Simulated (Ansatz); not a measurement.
Consider the formal exchange of groups at the Si–O bond: `[NH2][Sc]([OH])[O][SiH3]` + `[BH2][AlH][SiH3]` → `[SiH3][BH][AlH][SiH3]` + `[NH2][Sc]([OH])[OH]`.

Program: Ansatz. Geometries: PBE0-D4/def2-TZVP. ΔE: electronic, gas phase. CCSD(T)/CBS adds triple-zeta CCSD(T) − MP2 to the extrapolated MP2 energy (def2 sets, frozen cores). Functionals use def2-TZVPP. For Sc outer-core shells are correlated without core-valence functions, which leaves a few kJ/mol of doubt a bond. Scalar relativity is left out up to krypton. One conformer a species, not always the lowest.

```
             level  ΔE (kJ/mol)
            PBE-D4         90.8
           ωB97M-V        116.4
              PBE0        101.8
    MP2/def2-TZVPP        124.3
SCS-MP2/def2-TZVPP        129.9
CCSD(T)/def2-TZVPP        117.6
     HF/def2-QZVPP        149.8
     MP2/CBS(def2)        124.4
```

Problem. What does CCSD(T)/CBS give? (Estimate.)

Solution. Ansatz gave: +117.8 kJ/mol. The listed levels differ from it by -27.0, -1.4, -16.0, 6.5, 12.1, -0.2, 32.0, 6.6 kJ/mol.

Largest T1 diagnostic among the species: 0.016.

From PBE to PBE0 (25 % exact exchange), in def2-TZVPP and without D4, ΔE moves by +9.9 kJ/mol. In def2-TZVPP, CCSD(T) changes the Hartree–Fock value by −29.4 kJ/mol (the triples alone add −3.7 kJ/mol) and MP2 by −22.8 kJ/mol.
